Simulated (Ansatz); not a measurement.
`N#[C][In]([F])[Cl]` + H–F → `N#[C][In]([F])[F]` + HCl at 298.15 K and 1 bar (ligand exchange at the In–Cl bond).

Calculated with Ansatz (gas phase, PBE0-D4/def2-TZVP geometries, no zero-point term in ΔE). CCSD(T)/CBS is the MP2 limit (def2-TZVPP, def2-QZVPP) plus CCSD(T) − MP2 in def2-TZVPP, frozen cores. This one scheme is used for every species. def2 core potentials past Kr. For In outer-core shells are correlated without core-valence functions, which leaves a few kJ/mol of doubt a bond.

```
             species  CCSD(T)/CBS energy (Eh)  H − E (kJ/mol)  S (J/(mol·K))
`N#[C][In]([F])[Cl]`               -842.19796            47.5          361.7
                 H–F               -100.39570            33.5          173.6
 `N#[C][In]([F])[F]`               -482.18779            48.6          345.1
                 HCl               -460.38127            26.6          186.8
```

H − E and S are ideal-gas, rigid-rotor, harmonic terms from PBE0-D4/def2-TZVP. 1 Eh = 2625.50 kJ/mol, R = 8.31446 J/(mol·K).

Question: By hand: ΔE, ΔH, ΔS and ΔG.

Answer: ΔE = (-482.18779) + (-460.38127) − (-842.19796) − (-100.39570) = 0.02460 Eh = 64.6 kJ/mol. Δ(H − E) = 48.6 + 26.6 − 47.5 − 33.5 = -5.8, so ΔH = 58.8 kJ/mol. ΔS = 345.1 + 186.8 − 361.7 − 173.6 = -3.4 J/(mol·K). ΔG = 58.8 − 298.15 × (-3.4)/1000 = 59.8 kJ/mol.

Question: By hand: the equilibrium constant, and the temperature at which ΔG would vanish if ΔH and ΔS stayed fixed.

Answer: log₁₀ K = −ΔG/(RT ln 10) = -10.5. ΔH and −TΔS have one sign here, so there is no such temperature.

The number of gas molecules stays the same, so ΔS is small and ΔH decides. A doubt of 5 kJ/mol in ΔE shifts log₁₀ K by 0.9 here. These are equilibria of isolated gas molecules and say nothing of rates. Largest T1 diagnostic: 0.017 (customary marks: 0.02 for closed shells, 0.045 for open ones).

ΔS is within the doubt of such terms, so its sign, and with it that verdict, could turn.
